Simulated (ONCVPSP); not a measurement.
# cobalt (Co), ONCV: configuration errors across variants

cobalt (Co), optimised norm-conserving Vanderbilt (ONCV), made with ONCVPSP 4.0.1 (PBE, scalar-relativistic). Core [Ne], reference 3s2 3p6 3d8 4s1. Waves: 3s+4s: rc 1.25 bohr, ncon 4, nbas 7, qcut 9.5 1/bohr, 2 projectors; 3p: rc 1.25 bohr, ncon 5, nbas 8, qcut 11 1/bohr, 2 projectors, debl 3.1 Ha; 3d: rc 1.80 bohr, ncon 5, nbas 9, qcut 7.9 1/bohr, 1 projector. Local part: polynomial inside 1.00 bohr (lpopt 5, dvloc0 3 Ha). Core correction: Teter function, fcfact 3.75, rcfact 1.15.

All-electron excitation energies from the reference (eV): (1) 3s2 3p6 3d7 4s2 1.204; (2) 3s2 3p6 3d7 4s1 10.234; (3) 3s2 3p6 3d7 4s0 27.020; (4) 3s2 3p6 3d6 4s2 16.386.

Errors AE − PS in meV (a dash: test not solved or not reliable):

```csv
change,(1),(2),(3),(4),bound ghosts,GHOST(+) flags above zero
base,+34,+8.6,-24,+230,none,s
"s: rc 0.88; local potential polynomial inside 0.88 bohr (lpopt 5, dvloc0 3 Ha)",+35,+9.3,-23,+235,none,none
"s: rc 0.96; local potential polynomial inside 0.96 bohr (lpopt 5, dvloc0 3 Ha)",+35,+9.0,-24,+233,none,none
s: rc 1.1,+34,+8.7,-24,+230,none,none
s: rc 1.18,+34,+8.6,-24,+230,none,none
s: rc 1.28,+34,+8.5,-24,+228,none,s
s: rc 1.54,+33,+8.4,-24,+226,none,none
s: rc 1.6,+33,+8.4,-24,+226,none,none
s: rc 1.74,+33,+8.4,-24,+226,none,none
s: rc 1.82,+33,+8.4,-24,+225,none,none
```

Problem. Give the same row for: s: rc 1.42.

Solution. +33, +8.4, -24, +227; bound ghosts: none; GHOST(+) flags above zero: none.
